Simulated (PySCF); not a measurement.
## Löwdin shares of the frontier orbitals

C5H7F2NO.
Z-matrix (Å and degrees, GFN2-xTB geometry), rows numbered from 1:
```
C 
C   1  1.4919
C   2  1.5067  1  116.97
C   3  1.5277  2  109.72  1    89.80
F   4  1.3524  3  110.20  2   173.93
F   4  1.3547  3  110.76  2   -69.07
N   2  1.2550  1  125.08  3   179.49
C   7  1.3453  2  137.87  1    -4.99
O   8  1.2025  7  126.21  2   -82.05
H   1  1.0888  2  109.36  3   -50.62
H   1  1.0868  2  110.91  3  -171.54
H   1  1.0897  2  109.86  3    67.48
H   3  1.0903  2  110.36  1  -152.24
H   3  1.0913  2  111.18  1   -29.94
H   4  1.1001  3  113.21  2    52.46
H   8  1.1107  7  110.52  2   106.89
```

The calculation used TDDFT PBE0/def2-SVPD, vertical, gas phase, core orbitals frozen in the response in PySCF.

Frontier orbitals with the atoms that hold most of them (Löwdin shares over 4%, at most four atoms; ? is withheld):

| orbital | ε (eV) | atoms |
| --- | --- | --- |
| HOMO-3 | -10.38 | F5 20%, C4 16%, F6 16%, H15 11% |
| HOMO-2 | -9.49 | N7 34%, C2 17%, C3 7%, C4 6% |
| HOMO-1 | -8.41 | O9 41%, N7 30%, C8 12%, C2 6% |
| HOMO | ? | ? |
| LUMO | -1.29 | ? |
| LUMO+1 | -0.28 | C8 36%, O9 26%, N7 16%, H16 7% |
| LUMO+2 | 0.53 | C1 20%, H12 13%, C8 10%, C3 10% |

Give the leading atoms of the LUMO.

C2 (bonded to 2 C and N) 34%; N7 (bonded to 2 C) 29%; C1 (bonded to C and 3 H) 6%; C3 (bonded to 2 C and 2 H) 6%. By element: carbon 46% or more, nitrogen 29%.

Give the leading atoms of the HOMO.

O9 (bonded to C) 52%; N7 (bonded to 2 C) 20%; C8 (bonded to N, O and H) 12%; H16 (bonded to C) 5%.

What is the HOMO energy, and the HOMO–LUMO gap?

ε(HOMO) = -7.64 eV; the gap is 6.35 eV (0.2333 hartree).

The HOMO–LUMO gap is 6.35 eV. Where does the response calculation put the lowest singlet, and from which orbitals?

S1 is at 4.63 eV (f = 0.0024), 1.72 eV below the gap, made of HOMO→LUMO (90%). 

Give energy, strength and leading configuration of S1 and S4, and follow the Löwdin shares of the leading atoms from the occupied to the empty orbital.

- S1 (4.63 eV, f 0.0024), HOMO→LUMO (90%): O9 52% → at most 6%, N7 20% → 29%, C2 at most 6% → 34%
- S4 (6.99 eV, f 0.153), HOMO-1→LUMO+1 (72%): O9 41% → 26%, N7 30% → 16%, C8 12% → 36%

The run took 92 s (with the writing of density and orbital grids) on an Arm Neoverse N1 with one thread, shared host with 64 logical CPUs at a one-minute load of 38, and the process peaked at 0.98 GiB of memory.

One conformer stands for the species.
